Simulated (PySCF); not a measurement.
## Correlation energy of C⁺ (carbon, charge +1)

[He] 2s1 2p2, high-spin 4P determinant (an excited configuration). All numbers are calculated (PySCF 2.14, the spin-free X2C one-electron Hamiltonian (Gaussian nucleus), in x2c-TZVPPall). Frozen: 1s2; 3 electrons correlated.

MP2 pair energies summed by pair of shells (mhartree):

| pair | energy | share (%) |
| --- | --- | --- |
| 2p-2p | -6.85 | 59.5 |
| 2s-2p | -4.66 | 40.5 |

Total MP2 correlation energy: -11.51 mhartree.

Same-spin part -11.51 and opposite-spin part 0.00 mhartree; SCS-MP2 scales them by 1/3 and 6/5 to -3.84 mhartree.
